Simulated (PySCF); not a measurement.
InI2, SMILES [In+]([I])[I], charge +1. Heavy atoms are numbered as in [In+:1]([I:2])[I:3].

The structure is a stationary point at B3LYP-D3(BJ)/def2-SVP. The multiplicity is an assumed one; other spin states were not compared. The isomer is the one that the SMILES or the coordinates give; other isomers of the formula were not compared. The def2 effective core potentials stand for the cores of I, In; spin–orbit coupling is left out.

Method: PySCF with PBE0/def2-TZVPD.

Mulliken values depend strongly on the basis, most of all with diffuse functions as here. ESP charges are fitted to the potential on shells at 1.4 to 2.0 van der Waals radii. Atomic charges (e), one atom of each kind:

```tsv
atom	ESP fit	Mulliken
In1	0.49	0.96
I2	0.26	0.02
```
